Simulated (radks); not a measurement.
Results of a calculation; reference values are marked as such.
All-electron atom: Pd3+ in [Kr] 4d6 5s1 (not the ground configuration). Code: a radial shooting solver on a logarithmic mesh with Libxc functionals. Model: scalar-relativistic Kohn-Sham, r2SCAN, spin-unpolarised, spherical densities, finite nucleus; meta-GGA in the generalised Kohn-Sham scheme; Fermi nuclear charge, rms radius 4.5318 fm. Some entries of the table are withheld. Estimate them.

| orbital | occ. | eigenvalue (eV) | r(max) (bohr) |
|---|---|---|---|
| 1s | 2 | -24262.26 | 0.02066 |
| 2s | 2 | -3597.635 | 0.1167 |
| 2p | 6 | -3227.669 | 0.09342 |
| 3s | 2 | -693.8131 | (1) |
| 3p | 6 | -571.1803 | 0.3346 |
| 3d | 10 | -376.9672 | 0.2829 |
| 4s | 2 | -134.1161 | 0.8488 |
| 4p | 6 | -98.3295 | 0.9029 |
| 4d | 6 | (2) | 1.043 |
| 5s | 1 | -32.1518 | 2.127 |
| 5p | 0 | -24.1401 | 2.448 |

Answer. 
(1) 3s r(max) (bohr): 0.3412
(2) 4d eigenvalue (eV): -46.1795
